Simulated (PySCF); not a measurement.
## Computed properties of GeH4SSi, SMILES [SiH3][Ge][SH]

GeH₄SSi, SMILES [Ge]([SH])[SiH3] (connectivity only; charge and spin as stated), neutral, multiplicity 1. Geometry: r2SCAN-D4/def2-SVP. The values are those of a single conformer. All values are computed for the isolated molecule unless a solvent is named; none is compared with measurement here.

**Structure.** The optimised structure has Cs symmetry. All 15 harmonic modes at r2SCAN-D4/def2-SVP (PySCF) are real, so it is a minimum. With heavy atoms numbered as in [Ge:1]([SH:2])[SiH3:4], the shortest bond between them is Ge1–S2 at 2.226 Å and the longest Ge1–Si4 at 2.469 Å.

**Vibrations.** The strongest infrared lines (harmonic, unscaled, degenerate partners summed) lie at 845 cm⁻¹ (226 km/mol, H 91 %, Si 8 %), 2191 cm⁻¹ (92 km/mol, H 96 %), 2204 cm⁻¹ (79 km/mol, H 96 %). The softest mode is at 49 cm⁻¹ and the zero-point energy is 21.3 kcal/mol.

**Electronic structure.** r2SCAN/def2-TZVPD (PySCF) places the frontier levels at -5.86 and -3.52 eV, a gap of 2.34 eV, and gives a dipole moment of 1.08 D and a mean polarisability of 93.0 bohr³.

**Excitations.** TDDFT-B3LYP/def2-SVPD (PySCF) has S1 at 2.46 eV (504 nm, f = 0.002, weak); the most intense of the 10 singlets computed lies at 6.14 eV (f = 0.34). T1 (TDA) is at 1.72 eV.

**NMR.** GIAO shifts at PBE0/pcSseg-1 (PySCF) (non-relativistic, atoms alike by connectivity averaged): ¹H from 4.4 to 8.0 ppm against TMS; ²⁹Si at -75.2 ppm against TMS.
